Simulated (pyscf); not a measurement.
**cyclic H₈Si₅ (SMILES [Si]1[SiH2][SiH2][SiH2][SiH2]1), singlet**

Gas-phase minimum from PySCF at ωB97X-D3(BJ)/def2-SVP, one conformer. cyclic H₈Si₅ (SMILES [Si]1[SiH2][SiH2][SiH2][SiH2]1) [singlet] lies 8.2 kcal/mol over its isomer cyclic H₈Si₅ (SMILES [SiH]1=[SiH][SiH2][SiH2][SiH2]1), and others may lie lower still (electronic energy, ωB97M-D3(BJ)). 

```
Si
H 1 1.4919
H 1 1.4936 2 109.68
Si 1 2.3272 2 115.72 3 -124.85
H 4 1.4919 1 115.70 2 75.74
H 4 1.4936 5 109.68 1 124.90
Si 1 2.3343 2 113.18 3 125.04
H 7 1.4932 1 116.28 2 -55.20
H 7 1.5103 8 107.81 1 -115.64
Si 4 2.3343 5 113.19 6 125.01
H 10 1.4932 4 116.27 5 -55.21
H 10 1.5103 11 107.82 4 -115.68
Si 7 2.3548 8 115.55 9 -104.13
```

Properties at ωB97X-D3(BJ)/def2-SVP:

```json
{
 "harmonic_wavenumbers_unscaled": "85, 93, 155, 165, 252, 336, 381, 391, 410, 428, 454, 466, 489, 519, 613, 626, 636, 674, 708, 744, 766, 899, 902, 918, 940, 2147, 2148, 2232, 2233, 2238, 2240, 2249, 2249 cm⁻¹",
 "zero_point_energy": "44.0 kcal/mol",
 "rotational_symmetry_number": "2",
 "Entropy of this conformer at 298 K and 1 atm, rigid rotor and harmonic oscillator, modes under 100 cm⁻¹ raised to 100": "390.6 J/(mol K)",
 "dipole_moment": "0.48 D"
}
```

Single-point totals, which compare only within one level:

```json
[
 {"level": "ωB97X-D3(BJ)/def2-TZVP", "total energy (hartree)": "-1452.41159"},
 {"level": "PBE/def2-TZVP", "total energy (hartree)": "-1451.51052"},
 {"level": "r²SCAN/def2-TZVP", "total energy (hartree)": "-1452.12790"},
 {"level": "B3LYP-D3(BJ)/def2-TZVP", "total energy (hartree)": "-1452.40061"},
 {"level": "PBE0-D3(BJ)/def2-TZVP", "total energy (hartree)": "-1451.67230"},
 {"level": "M06-2X/def2-TZVP", "total energy (hartree)": "-1452.13926"},
 {"level": "ωB97M-D3(BJ)/def2-TZVP", "total energy (hartree)": "-1452.46758"}
]
```
